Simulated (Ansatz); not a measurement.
`N#[C][SnH]([F])[F]`. The species carries charge 0 and has multiplicity 1. Sn takes the def2 core potential. All single points use the PBE0-D4/def2-TZVP geometry.

```xyz
6

N     0.637    1.919   -1.721
C     0.366    1.087   -0.972
Sn   -0.034   -0.403    0.434
F    -0.398   -1.967   -0.570
F    -1.697    0.062    1.211
H     1.126   -0.699    1.617
```

**Question.** What is the dipole moment at ωB97M-V/def2-TZVPP? (An estimate is asked.)

**Answer.** Computed: 3.68 D, with components (2.13, -1.10, 2.80) D in this frame, pointing from negative to positive charge.

**Question.** And with PBE, r2SCAN, B3LYP? (Best estimate.)

**Answer.** Computed: PBE 3.47 D, r2SCAN 3.58 D, B3LYP 3.65 D.

**Question.** Give the Mulliken charges with ωB97M-V, r2SCAN, PBE in def2-TZVPP. (Estimate.)

**Answer.** Ansatz gave: 
```tsv
atom	ωB97M-V	r2SCAN	PBE
N1	0.00	-0.04	0.06
C2	-0.35	-0.33	-0.41
Sn3	1.28	1.33	1.22
F4	-0.45	-0.45	-0.41
F5	-0.45	-0.45	-0.41
H6	-0.03	-0.05	-0.06
```

B3LYP here is the variant with VWN-RPA as its local correlation; programs differ in this.
